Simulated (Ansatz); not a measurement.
`[NH2][Al]([Br])[Br]` + H₂ → `[Br][AlH][Br]` + NH₃  (hydrogenolysis of the Al–N bond)

Gas-phase electronic energies from Ansatz, PBE0-D4/def2-TZVP geometries. CBS: MP2 limit from def2 TZ/QZ plus the TZ coupled-cluster correction, frozen cores. This one scheme is used for every species. DFT in def2-TZVPP. For Br outer-core shells are correlated without core-valence functions, which leaves a few kJ/mol of doubt a bond. Scalar relativity is left out up to krypton. Each species was taken in one conformer, which may not be the lowest.

```tsv
level	ΔE (kJ/mol)	difference from CCSD(T)/CBS
LDA (SPW92)	72.8	-3.0
PBE-D4	71.1	-4.7
r2SCAN-D4	79.7	3.9
B97M-V	64.5	-11.3
r2SCAN0-D4	76.9	1.1
CAM-B3LYP-D4	75.4	-0.4
ωB97X-V	72.6	-3.2
ωB97M-V	74.2	-1.6
B2PLYP	73.9	-1.9
revPBE	62.8	-13.0
BHLYP	67.9	-7.9
CCSD/def2-SVP	66.3	-9.5
CCSD(T)/def2-SVP	68.1	-7.7
MP2/def2-TZVPP	83.1	7.3
CCSD(T)/def2-TZVPP	75.0	-0.8
SCS-MP2/def2-QZVPP	78.6	2.8
CCSD(T)/CBS	75.8	0
```

Largest T1 diagnostic among the species: 0.007.

In def2-TZVPP, CCSD(T) changes the Hartree–Fock value by +14.4 kJ/mol (the triples alone add +2.9 kJ/mol) and MP2 by +22.4 kJ/mol. The D4 term adds +7.9 kJ/mol with B3LYP and +4.3 kJ/mol with PBE0; it sums over pairs of atoms, weighted by their polarisabilities, and B3LYP, whose exchange is more repulsive, gets the larger term.

B3LYP here is the variant with VWN-RPA as its local correlation; programs differ in this.
